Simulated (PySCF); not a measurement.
# How methods differ on the ionisation energy of Sn³³⁺

Sn³³⁺ [Ne] 3s2 3p5 [3p1/2^2 3p3/2^3, M_J = 3/2] → Sn³⁴⁺ [Ne] 3s2 3p4 [3p1/2^2 3p3/2^2, M_J = 2], as a difference of total energies. Calculation: PySCF 2.14, in an even-tempered Gaussian basis (19 s from 5.9 bohr⁻², ratio 2.4; 14 p from 7.6 bohr⁻², ratio 2.4; 5 d from 31 bohr⁻², ratio 2.6; 4 f from 46 bohr⁻², ratio 2.6); the two-component X2C-1e Hamiltonian. Correlated levels: 1s2 frozen; the 56 highest virtual spinors dropped. "Screened" scales the spin-orbit matrix elements by Boettger's factors to mimic the two-electron term; Breit and QED terms are absent.

```
                    method  ionisation energy (eV)
           GHF (spin-free)                  2164.3
          GMP2 (spin-free)                  2165.3
 GHF (screened spin-orbit)                  2149.3
GMP2 (screened spin-orbit)                  2150.3
```

Breit and QED terms and the two-electron picture change are absent.

The spin-free rows relax to the high-spin LS determinant and lack the spin-orbit shift.

The labels give the starting determinants; with spin-orbit coupling the two ends relaxed to ⟨J²⟩ = 3.75, ⟨L²⟩ = 2.01, ⟨S²⟩ = 0.76 and ⟨J²⟩ = 6.00, ⟨L²⟩ = 3.06, ⟨S²⟩ = 1.48.

For comparison: 2142.1 ± 2.1 eV (semi-empirical (NIST evaluation); NIST Atomic Spectra Database, ionization energies).
